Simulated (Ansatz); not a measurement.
`ClC[SiH](Cl)I` → `[CH2]` (triplet) + `Cl[SiH](Cl)I` at 400 K and 1 bar (formal loss of a carbene).

Program: Ansatz. Geometries: PBE0-D4/def2-TZVP. ΔE: electronic, gas phase. CCSD(T)/CBS adds triple-zeta CCSD(T) − MP2 to the extrapolated MP2 energy (def2 sets, frozen cores). This one scheme is used for every species. Triplets are unrestricted, without spin–orbit coupling. def2 core potentials past Kr. For I outer-core shells are correlated without core-valence functions, which leaves a few kJ/mol of doubt a bond. Each species was taken in one conformer, which may not be the lowest.

```
          species  CCSD(T)/CBS energy (Eh)  H − E (kJ/mol)  S (J/(mol·K))
  `ClC[SiH](Cl)I`              -1546.03243           138.0          413.8
`[CH2]` (triplet)                -39.09499            59.0          205.7
   `Cl[SiH](Cl)I`              -1506.81701            60.4          368.3
```

H − E and S are ideal-gas, rigid-rotor, harmonic terms from PBE0-D4/def2-TZVP, for one conformer and one mirror image of each species, with the whole ground term of open shells counted as degenerate. 1 Eh = 2625.50 kJ/mol, R = 8.31446 J/(mol·K).

**Question.** By hand: ΔE, ΔH, ΔS and ΔG.

**Answer.** ΔE = (-39.09499) + (-1506.81701) − (-1546.03243) = 0.12043 Eh = 316.2 kJ/mol. Δ(H − E) = 59.0 + 60.4 − 138.0 = -18.6, so ΔH = 297.6 kJ/mol. ΔS = 205.7 + 368.3 − 413.8 = 160.2 J/(mol·K). ΔG = 297.6 − 400 × (160.2)/1000 = 233.5 kJ/mol.

**Question.** By hand: the equilibrium constant, and the temperature at which ΔG would vanish if ΔH and ΔS stayed fixed.

**Answer.** log₁₀ K = −ΔG/(RT ln 10) = -30.5. ΔG = 0 at ΔH/ΔS = 1858 K.

The number of gas molecules changes by +1, which sets the sign of ΔS. A doubt of 5 kJ/mol in ΔE shifts log₁₀ K by 0.7 here. Other conformers and mirror images would add mixing entropy, several J/(mol·K) or more a flexible species. Modes under 60 cm⁻¹, often nearly free rotors, make the harmonic entropy too high. A triplet takes part, so the spin changes. These are equilibria of isolated gas molecules and say nothing of rates. Largest T1 diagnostic: 0.011 (customary marks: 0.02 for closed shells, 0.045 for open ones).
